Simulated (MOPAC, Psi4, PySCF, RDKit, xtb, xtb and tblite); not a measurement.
Two geometries of C₆H₈O₂Si, SMILES Oc1cccc(O[SiH3])c1, singlet, relaxed at GFN2-xTB with one dihedral held; other torsions can differ between them too.

Structure A

```
17

O      3.2207    -1.1880    -0.0771
C      2.0603    -0.4801    -0.0835
C      2.1294     0.8998    -0.2470
C      0.9647     1.6419    -0.2615
C     -0.2682     1.0323    -0.1146
C     -0.3383    -0.3461     0.0553
O     -1.5521    -0.9152     0.2073
Si    -2.1787    -2.3669    -0.1620
C      0.8271    -1.1008     0.0633
H      3.0321    -2.1262     0.0455
H      3.0958     1.3625    -0.3617
H      1.0167     2.7119    -0.3924
H     -1.1815     1.6052    -0.1250
H     -3.5791    -2.0973     0.1135
H     -1.8925    -2.7074    -1.5569
H     -1.6294    -3.4238     0.6945
H      0.7610    -2.1732     0.1871
```

Structure B

```
17

O     -3.1641    -1.2526     0.0069
C     -2.0310    -0.5037    -0.0314
C     -2.1522     0.8697    -0.2225
C     -1.0156     1.6522    -0.2649
C      0.2415     1.0919    -0.1202
C      0.3652    -0.2775     0.0726
O      1.5596    -0.8887     0.2044
Si     3.0694    -0.3626     0.4991
C     -0.7745    -1.0739     0.1144
H     -2.9382    -2.1809     0.1420
H     -3.1356     1.2957    -0.3342
H     -1.1081     2.7173    -0.4140
H      1.1302     1.7025    -0.1526
H      3.7359    -1.6489     0.6217
H      3.1078     0.4389     1.7236
H      3.5807     0.4407    -0.6141
H     -0.6629    -2.1391     0.2625
```

Question: Which is lower in energy at the level B3LYP-D3(BJ)/def2-SVP // GFN2-xTB (Psi4 1.11), and by how much?

Answer: B is lower, by 0.65 kcal/mol (dihedral C5–C6–O7–Si8: 150° in A, 15° in B).

E(B) − E(A) in kcal/mol at the other levels, on the same two geometries: GFN2-xTB (xtb and tblite) -0.46; MMFF94 // GFN2-xTB (RDKit) -0.70; B3LYP/def2-SVP // GFN2-xTB (Psi4) -0.66; PBE/def2-SVP // GFN2-xTB (Psi4) -0.72; PBE-D3(BJ)/def2-SVP // GFN2-xTB (Psi4) -0.71; UFF // GFN2-xTB (RDKit) -1.47; AM1, restricted, heats of formation // GFN2-xTB (MOPAC) -0.52; PM3, restricted, heats of formation // GFN2-xTB (MOPAC) -0.76; GFN1-xTB // GFN2-xTB (xtb) -0.08; restricted B3LYP/6-31G*, spherical d, density fitting // GFN2-xTB (PySCF) -0.56; restricted BP86/6-31G*, spherical d, density fitting // GFN2-xTB (PySCF) -0.62; restricted MP2 (frozen core)/3-21G // GFN2-xTB (PySCF) -0.97; restricted M06-2X/6-31G*, spherical d, density fitting // GFN2-xTB (PySCF) -0.65.

MMFF94 has few fitted parameters for silicon.
